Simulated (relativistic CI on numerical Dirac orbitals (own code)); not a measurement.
Sensitivity of the levels of Hf17+ to α and to the nuclear radius

Computed by Dirac-Coulomb-Breit CI, orbitals from a KLI potential per configuration, derivatives by finite differences, unscaled Slater integrals, QED left out (own radial code, finite nucleus).

CI space (outside the closed core [Ar] 3d10 4p6 4d10): 4s²4f⁹, 4s4f¹⁰, 4f¹¹. Levels of other configurations are missing.

With x = (α/α₀)² − 1 an excitation energy changes as ω = ω₀ + qx; K = 2q/ω₀ is the relative enhancement. Terms are leading LS components, so labels can repeat. The field-shift factor is F = δν/δ⟨r²⟩ for the transition from the lowest level.

Lowest level 4s²4f⁹ ⁶H°15/2.

```tsv
Level	ω₀ (cm⁻¹)	q (cm⁻¹)	K	F (GHz/fm²)
4s²4f⁹ ⁶H°13/2	9457.3	10440	2.21	0.484
4s²4f⁹ ⁶H°11/2	14722.7	10910	1.48	0.548
4s²4f⁹ ⁶F°11/2	18266.8	9434	1.03	0.526
4s²4f⁹ ⁶H°9/2	18915.0	8704	0.92	0.5
4s²4f⁹ ⁶F°9/2	20385.6	11480	1.13	0.621
4s²4f⁹ ⁶H°7/2	23066.2	19180	1.66	0.937
4s²4f⁹ ⁶F°7/2	25702.4	12660	0.985	0.715
4s²4f⁹ ⁶H°5/2	25745.5	21570	1.68	1.05
4s²4f⁹ ⁶F°5/2	29413.7	16010	1.09	0.876
4s²4f⁹ ⁶F°3/2	30552.1	12870	0.842	0.766
4s²4f⁹ ⁶F°1/2	32296.8	16580	1.03	0.924
4s²4f⁹ ⁴I°15/2	38011.4	-2342	-0.123	0.268
4s²4f⁹ ⁴F°9/2	40976.9	10310	0.503	0.769
```

At this charge energies of transitions that change n are usually good to better than 1 %, and those within a shell (Δn = 0) to a few per cent. Terms inside the open d or f shell come out 10 to 20 % too wide with unscaled integrals.
